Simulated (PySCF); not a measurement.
Delta-SCF ions had no search for a lower state. Excitations are Tamm–Dancoff values on a coarser integration grid. The basis has no diffuse functions, so Rydberg states are missing or too high.

C₃H₂O, SMILES `O=C=C=C` (charge 0, multiplicity 1)

All values below come from PBE-D3(BJ)/def2-TZVP // B3LYP-D3(BJ)/def2-TZVP (PySCF 2.14.0).

| Property | Result |
|---|---|
| HOMO | -5.62 eV |
| dipole moment | 2.32 D |
| LUMO | -3.69 eV |
| HOMO–LUMO gap | 1.93 eV |
| S1 excitation (TDA) | 2.08 eV |
| S1 oscillator strength | 0.000 |
| brightest of the four lowest singlets (TDA) | 6.72 eV |
| T1 excitation (TDA) | 1.68 eV |
| S1–T1 gap (TDA) | 0.40 eV |
| vertical ionisation energy (Delta-SCF) | 9.12 eV |
| total energy | -190.5176 Ha |
| cost | very roughly 70 core-seconds |

```xyz
6

C     -0.9552    -0.3608     0.3281
C      0.2312     0.2169     0.2949
C      1.3176     0.4971    -0.3449
O      2.3513     0.8421    -0.7613
H     -1.3657    -0.9098    -0.5173
H     -1.5853    -0.3141     1.2123
```
Charge 0, spin multiplicity 1.
